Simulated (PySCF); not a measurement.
C2H9AlN2, SMILES C[N](C)[AlH][NH2].

Geometry: PBE-D3(BJ)/def2-SVP. The structure was generated by enumeration; whether it is a known compound was not checked. The values are those of a single conformer.

These are PySCF with PBE-D3(BJ)/def2-SVP values and carry that method's errors.

Frequencies are harmonic and unscaled.

```json
[
 {"mode": "1", "ν (cm⁻¹)": "61", "IR (km/mol)": "1.0", "moving atoms (share of kinetic energy)": "H 41 %, N 23 %, C 20 %, Al 16 %"},
 {"mode": "2", "ν (cm⁻¹)": "136", "IR (km/mol)": "0.5", "moving atoms (share of kinetic energy)": "N 35 %, H 30 %, C 28 %"},
 {"mode": "3", "ν (cm⁻¹)": "180", "IR (km/mol)": "0.9", "moving atoms (share of kinetic energy)": "H 66 %, N 27 %"},
 {"mode": "4", "ν (cm⁻¹)": "225", "IR (km/mol)": "0.5", "moving atoms (share of kinetic energy)": "H 80 %, N 12 %"},
 {"mode": "5", "ν (cm⁻¹)": "258", "IR (km/mol)": "1.7", "moving atoms (share of kinetic energy)": "H 90 %"},
 {"mode": "6", "ν (cm⁻¹)": "263", "IR (km/mol)": "3.4", "moving atoms (share of kinetic energy)": "C 28 %, H 27 %, N 27 %, Al 18 %"},
 {"mode": "7", "ν (cm⁻¹)": "314", "IR (km/mol)": "12.1", "moving atoms (share of kinetic energy)": "H 66 %, N 27 %"},
 {"mode": "8", "ν (cm⁻¹)": "335", "IR (km/mol)": "189.6", "moving atoms (share of kinetic energy)": "H 79 %, N 19 %"},
 {"mode": "9", "ν (cm⁻¹)": "342", "IR (km/mol)": "0.6", "moving atoms (share of kinetic energy)": "C 38 %, H 37 %, Al 20 %"},
 {"mode": "10", "ν (cm⁻¹)": "477", "IR (km/mol)": "35.0", "moving atoms (share of kinetic energy)": "H 89 %, Al 10 %"},
 {"mode": "11", "ν (cm⁻¹)": "551", "IR (km/mol)": "27.0", "moving atoms (share of kinetic energy)": "H 78 %, N 16 %"},
 {"mode": "12", "ν (cm⁻¹)": "601", "IR (km/mol)": "14.7", "moving atoms (share of kinetic energy)": "H 39 %, C 29 %, Al 17 %, N 15 %"},
 {"mode": "13", "ν (cm⁻¹)": "704", "IR (km/mol)": "134.3", "moving atoms (share of kinetic energy)": "H 67 %, N 19 %, Al 12 %"},
 {"mode": "14", "ν (cm⁻¹)": "818", "IR (km/mol)": "120.8", "moving atoms (share of kinetic energy)": "Al 43 %, N 40 %, H 13 %"},
 {"mode": "15", "ν (cm⁻¹)": "1000", "IR (km/mol)": "116.1", "moving atoms (share of kinetic energy)": "H 39 %, C 38 %, N 20 %"},
 {"mode": "16", "ν (cm⁻¹)": "1055", "IR (km/mol)": "1.5", "moving atoms (share of kinetic energy)": "H 75 %, C 24 %"},
 {"mode": "17", "ν (cm⁻¹)": "1073", "IR (km/mol)": "0.0", "moving atoms (share of kinetic energy)": "H 80 %, C 20 %"},
 {"mode": "18", "ν (cm⁻¹)": "1126", "IR (km/mol)": "0.7", "moving atoms (share of kinetic energy)": "H 68 %, C 20 %, N 11 %"},
 {"mode": "19", "ν (cm⁻¹)": "1207", "IR (km/mol)": "83.7", "moving atoms (share of kinetic energy)": "N 59 %, C 33 %"},
 {"mode": "20", "ν (cm⁻¹)": "1264", "IR (km/mol)": "47.6", "moving atoms (share of kinetic energy)": "N 40 %, H 36 %, C 23 %"},
 {"mode": "21", "ν (cm⁻¹)": "1380", "IR (km/mol)": "4.5", "moving atoms (share of kinetic energy)": "H 87 %, C 12 %"},
 {"mode": "22", "ν (cm⁻¹)": "1393", "IR (km/mol)": "0.4", "moving atoms (share of kinetic energy)": "H 97 %"},
 {"mode": "23", "ν (cm⁻¹)": "1400", "IR (km/mol)": "8.6", "moving atoms (share of kinetic energy)": "H 97 %"},
 {"mode": "24", "ν (cm⁻¹)": "1406", "IR (km/mol)": "16.8", "moving atoms (share of kinetic energy)": "H 82 %, C 18 %"},
 {"mode": "25", "ν (cm⁻¹)": "1430", "IR (km/mol)": "17.7", "moving atoms (share of kinetic energy)": "H 96 %"},
 {"mode": "26", "ν (cm⁻¹)": "1453", "IR (km/mol)": "0.7", "moving atoms (share of kinetic energy)": "H 94 %"},
 {"mode": "27", "ν (cm⁻¹)": "1477", "IR (km/mol)": "55.5", "moving atoms (share of kinetic energy)": "H 90 %, N 10 %"},
 {"mode": "28", "ν (cm⁻¹)": "1904", "IR (km/mol)": "141.6", "moving atoms (share of kinetic energy)": "H 96 %"},
 {"mode": "29", "ν (cm⁻¹)": "2875", "IR (km/mol)": "76.8", "moving atoms (share of kinetic energy)": "H 97 %"},
 {"mode": "30", "ν (cm⁻¹)": "2883", "IR (km/mol)": "176.7", "moving atoms (share of kinetic energy)": "H 97 %"},
 {"mode": "31", "ν (cm⁻¹)": "2918", "IR (km/mol)": "118.7", "moving atoms (share of kinetic energy)": "H 91 %, C 9 %"},
 {"mode": "32", "ν (cm⁻¹)": "2929", "IR (km/mol)": "0.0", "moving atoms (share of kinetic energy)": "H 90 %, C 10 %"},
 {"mode": "33", "ν (cm⁻¹)": "3031", "IR (km/mol)": "17.6", "moving atoms (share of kinetic energy)": "H 91 %, C 9 %"},
 {"mode": "34", "ν (cm⁻¹)": "3031", "IR (km/mol)": "27.7", "moving atoms (share of kinetic energy)": "H 91 %, C 9 %"},
 {"mode": "35", "ν (cm⁻¹)": "3508", "IR (km/mol)": "23.9", "moving atoms (share of kinetic energy)": "H 96 %"},
 {"mode": "36", "ν (cm⁻¹)": "3597", "IR (km/mol)": "18.8", "moving atoms (share of kinetic energy)": "H 92 %, N 8 %"}
]
```
